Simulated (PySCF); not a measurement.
What binds KRb: the parts of the energy along the bond

State: ¹Σ⁺, singlet, closed shell. RHF-based CCSD(T) in PySCF 2.14 with K cc-pwCVDZ-X2C, Rb cc-pwCVDZ-X2C and K cc-pwCVTZ-X2C, Rb cc-pwCVTZ-X2C (frozen core orbitals: 19; spin-free X2C with a Gaussian nucleus). Correlation energies are extrapolated as n⁻³ (n = 2, 3), Hartree–Fock as (n+1)·exp(−9√n). All energies in eV from K + Rb.

```json
{"R (Å)": "3.6607", "HF/CBS": "0.287", "CCSD corr.": "-0.673", "(T)": "-0.0928", "total": "-0.478"}
{"R (Å)": "3.8271", "HF/CBS": "0.216", "CCSD corr.": "-0.643", "(T)": "-0.0886", "total": "-0.515"}
{"R (Å)": "3.9935", "HF/CBS": "0.169", "CCSD corr.": "-0.614", "(T)": "-0.0852", "total": "-0.529"}
{"R (Å)": "4.1599", "HF/CBS": "0.142", "CCSD corr.": "-0.586", "(T)": "-0.0827", "total": "-0.526"}
{"R (Å)": "4.3263", "HF/CBS": "0.133", "CCSD corr.": "-0.561", "(T)": "-0.0812", "total": "-0.510"}
{"R (Å)": "4.5343", "HF/CBS": "0.140", "CCSD corr.": "-0.534", "(T)": "-0.0809", "total": "-0.475"}
{"R (Å)": "4.7423", "HF/CBS": "0.164", "CCSD corr.": "-0.511", "(T)": "-0.0824", "total": "-0.430"}
```

A fit to the total gives Re = 4.0446 Å, De = 0.530 eV, ωe = 77.4 cm⁻¹, Be = 0.03858 cm⁻¹ (masses 38.9637 and 84.9118 u).

**Question.** At R = 3.9935 Å the CCSD correlation energy is -0.265957 hartree in the smaller basis and -0.426010 in the larger. Extrapolate it.

**Answer.** (3³·E3 − 2³·E2)/(3³ − 2³) = -0.49340 hartree; the larger basis holds 86.3 % of it.

The T1 diagnostic is 0.015. The open-shell atoms are computed with UHF. Spin–orbit coupling, excitations beyond (T) and corrections to the Born–Oppenheimer picture are left out.
